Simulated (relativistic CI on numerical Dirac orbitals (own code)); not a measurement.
Method of calculation: Dirac-Coulomb-Breit CI, KLI orbitals optimised for each configuration, QED by a radiative potential, unscaled Slater integrals (own radial code, finite nucleus).

Configurations in the expansion (outside the closed core [Ar]): 3d10 4s, 3d10 4p, 3d10 4d, 3d10 4f, 3d10 5s, 3d10 5p, 3d10 5d, 3d10 5f, 3d10 5g, 3d10 6s, 3d10 6p, 3d10 6d, 3d9 4s2, 3d10 6f, 3d10 7s, 3d9 4s 4p, 3d10 8s, 3d9 4s 4d, 3d9 4s 4f, 3d9 4s 5s, 3d9 4s 5p, 3d9 4s 5d, 3d9 4s 5f. Double excitations out of closed p, d and f shells are left out; levels of such configurations are missing from the list, as are those of other unlisted configurations, and high levels can miss mixing partners.

At this charge energies of transitions that change n are usually good to better than 1 %, and those within a shell (Δn = 0) to a few per cent.

Outline of the computed level scheme of Tm XLI. Lowest level of each configuration: 3d10 4s 2S_1/2 at 0.00 eV; 3d10 4p 2P°_1/2 at 85.52 eV; 3d10 4d 2D_3/2 at 289.76 eV; 3d10 4f 2F°_5/2 at 448.35 eV; 3d10 5s 2S_1/2 at 783.74 eV; 3d10 5p 2P°_1/2 at 825.18 eV; 3d10 5d 2D_3/2 at 921.38 eV; 3d10 5f 2F°_5/2 at 992.03 eV; 3d10 5g 2G_7/2 at 1025.15 eV.

Some strong electric-dipole decays among the lowest 16 levels: 3d10 5g 2G_9/2 → 3d10 4f 2F°_7/2 (1.4e+13 s⁻¹); 3d10 5g 2G_7/2 → 3d10 4f 2F°_5/2 (1.3e+13 s⁻¹); 3d10 5f 2F°_7/2 → 3d10 4d 2D_5/2 (7.1e+12 s⁻¹); 3d10 5f 2F°_5/2 → 3d10 4d 2D_3/2 (6.5e+12 s⁻¹); 3d10 5s 2S_1/2 → 3d10 4p 2P°_3/2 (4.3e+12 s⁻¹); 3d10 5d 2D_5/2 → 3d10 4p 2P°_3/2 (3.6e+12 s⁻¹); 3d10 5p 2P°_1/2 → 3d10 4s 2S_1/2 (2.9e+12 s⁻¹); 3d10 5p 2P°_1/2 → 3d10 4d 2D_3/2 (2.3e+12 s⁻¹).

LS names give the leading component of a level, which can be under half, so a name can repeat, a term be missing and a line seem to break the LS rules.
